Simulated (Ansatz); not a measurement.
Basis-set extrapolation for CH$_{4}$ClFSSi, SMILES `FCS[SiH2]Cl` (PBE0-D4/def2-TZVP geometry, frozen core, the Gaussian-basis code of Ansatz). Multiplicity 1, RHF reference.

```
                       def2-TZVPP    def2-QZVPP
                 HF  -1285.763036  -1285.802272
    MP2 correlation     -0.903656     -0.984973
CCSD(T) correlation     -0.995330       not run
```

Energies in hartree. Use E(X) = E(∞) + A·exp(−7.88·√X) for Hartree–Fock and E(X) = E(∞) + B·X^(−2.97) for correlation, with X = 3 and 4, and add CCSD(T) minus MP2 of the smaller set to the MP2 limit.

**Question.** What is the CCSD(T) energy at the basis-set limit?

**Answer.** HF limit: -1285.802272 + (-0.039236) × 0.13774 = -1285.80768. MP2 limit: -0.984973 + (-0.081317) × 0.74074 = -1.04521. Higher-order term: -0.995330 − (-0.903656) = -0.09167. Total: -1286.94456 hartree, 116.8 kcal/mol below CCSD(T)/def2-TZVPP.
